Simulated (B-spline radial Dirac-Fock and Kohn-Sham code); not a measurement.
**Dipole and non-dipole photoemission parameters of Pr²⁺ 5p1/2**

System: the Pr²⁺ ion, configuration [Xe] 4f3; threshold 40.46 eV (orbital energy of the model). Level of theory: Dirac-Hartree-Slater photoionisation with a Latter tail; cross sections with all multipoles, angular parameters from the dipole term and its interference with E2; a radial finite-basis atomic code.

Input of the calculation (task.json; shells as n, l, electrons):

```json
{"items": [{
  "Z": 59,
  "q": 2,
  "cfg": [[1, 0, 2], [2, 0, 2], [2, 1, 6], [3, 0, 2], [3, 1, 6], [3, 2, 10], [4, 0, 2], [4, 1, 6], [4, 2, 10], [4, 3, 3], [5, 0, 2], [5, 1, 6]],
  "A": 141,
  "rrms": 4.8919,
  "do": "xps",
  "hv": [51.7, 60, 71.9, 80.4, 83.1, 114.0, 150, 234.0, 268.0, 319.0, 321.0, 324.0, 356.0, 400, 600, 672.0, 844.0, 905.0, 961.0, 993.0, 2000, 2984.4, 3260.0, 3970.0, 7040.0, 7950.0, 9251.7, 11700.0, 15000]
}]}
```

Launch: `python xray2_run.py task.json out`

For linearly polarised light dσ/dΩ = σ/(4π) [1 + β P₂(cos θ) + (δ + γ cos²θ) sin θ cos φ], with θ from the polarisation vector and φ the angle between the beam and the projection of the electron momentum on the plane normal to the polarisation.

```tsv
hν (eV)	σ (kb)	β	γ	δ
51.7	682	1.657	0.191	-0.017
60	392	1.291	0.324	-0.027
71.9	225	0.843	0.333	-0.027
80.4	165	0.534	0.305	-0.023
83.1	151	0.441	0.290	-0.021
114	76.0	-0.078	0.041	0.008
150	51.8	0.114	-0.060	0.029
234	32.2	0.740	0.086	0.029
268	28.7	0.920	0.145	0.025
319	24.5	1.118	0.211	0.020
321	24.3	1.125	0.213	0.020
324	24.1	1.134	0.216	0.019
356	21.9	1.220	0.242	0.016
400	19.3	1.313	0.263	0.013
600	12.0	1.544	0.242	0.004
672	10.4	1.586	0.216	0.002
844	7.59	1.651	0.148	0.000
905	6.86	1.665	0.125	0.000
961	6.28	1.676	0.105	0.000
993	5.98	1.682	0.095	-0.001
2000	1.86	1.713	-0.019	-0.002
2984.4	0.868	1.676	0.084	-0.001
3260	0.727	1.664	0.126	-0.001
3970	0.483	1.632	0.245	0.001
7040	0.133	1.506	0.758	0.019
7950	?	?	?	?
9251.7	0.0683	1.431	1.071	0.036
11700	0.0375	1.359	1.361	0.057
15000	0.0194	1.277	1.678	0.088
```

Problem. Give the values at 7950 eV.

Solution. σ = 0.0993 kb, β = 1.474, γ = 0.893, δ = 0.025.
